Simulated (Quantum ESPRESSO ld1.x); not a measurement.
Species: W64+. Configuration: [Ne]. Calculated with ld1.x of Quantum ESPRESSO 7.5: scalar-relativistic Kohn-Sham, LDA (Slater exchange, VWN5 correlation), spin-polarised, spherical densities, point nucleus. Some entries of the table are withheld. Estimate them.

| orbital | occ. | eigenvalue (eV) | <1/r> (bohr^-1) | r(max) (bohr) |
|---|---|---|---|---|
| 1s | 2 | -75098.6 | (1) | (2) |
| 2s | 2 | (3) | 20.70 | 0.065 |
| 2p | 6 | -15858.2 | (4) | (5) |

Answer. 
(1) 1s <1/r> (bohr^-1): 87.11
(2) 1s r(max) (bohr): 0.011
(3) 2s eigenvalue (eV): -17308.0
(4) 2p <1/r> (bohr^-1): 18.74
(5) 2p r(max) (bohr): 0.053
